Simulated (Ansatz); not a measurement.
Consider the ligand exchange at the Si–C bond: `C=NBC[SiH3]` + `NC[SeH]` → `NC[Se][SiH3]` + `C=NBC`.

Program: Ansatz. Geometries: PBE0-D4/def2-TZVP. ΔE: electronic, gas phase. CCSD(T)/CBS is the MP2 limit (def2-TZVPP, def2-QZVPP) plus CCSD(T) − MP2 in def2-TZVPP, frozen cores. DFT in def2-TZVPP. HSE06 is defined as in plane-wave codes. For Se outer-core shells are correlated without core-valence functions, which leaves a few kJ/mol of doubt a bond. Scalar relativity is left out up to krypton. One conformer a species, not always the lowest.

Q: Is it downhill or uphill in electronic energy at CCSD(T)/CBS, and by how much? (Best estimate.)

A: Computed: Downhill: ΔE = -64.4 kJ/mol.

Q: What do these levels give: r2SCANh-D4, HSE06-D4, B2PLYP, LC-ωPBE, CCSD/def2-TZVPP, CCSD(T)/def2-TZVPP? (Estimate.)

A: The calculation gave: r2SCANh-D4 -66.1, HSE06-D4 -66.4, B2PLYP -63.1, LC-ωPBE -61.8, CCSD/def2-TZVPP -60.7, CCSD(T)/def2-TZVPP -61.5 kJ/mol.

Q: What do rigid-rotor, harmonic-oscillator terms from PBE0-D4/def2-TZVP frequencies (298.15 K, 1 bar) make of the CCSD(T)/CBS value? (Estimate.)

A: The calculation gave: ΔZPE = +8.2 kJ/mol, ΔH = -56.7 kJ/mol, ΔS = -12 J/(mol·K), ΔG = -53.1 kJ/mol. Modes under 50 cm⁻¹ make the entropy rough.

Largest T1 diagnostic among the species: 0.014.

Leaving LDA and LC-ωPBE aside and taking each functional with its dispersion term where it has one, the values, not all of them listed here, spread over 4.9 kJ/mol, from r2SCAN0-D4 to CAM-B3LYP-D4. The D4 term adds −3.3 kJ/mol with B3LYP and −1.5 kJ/mol with PBE0; it sums over pairs of atoms, weighted by their polarisabilities, and B3LYP, whose exchange is more repulsive, gets the larger term.

B3LYP here is the variant with VWN-RPA as its local correlation; programs differ in this.
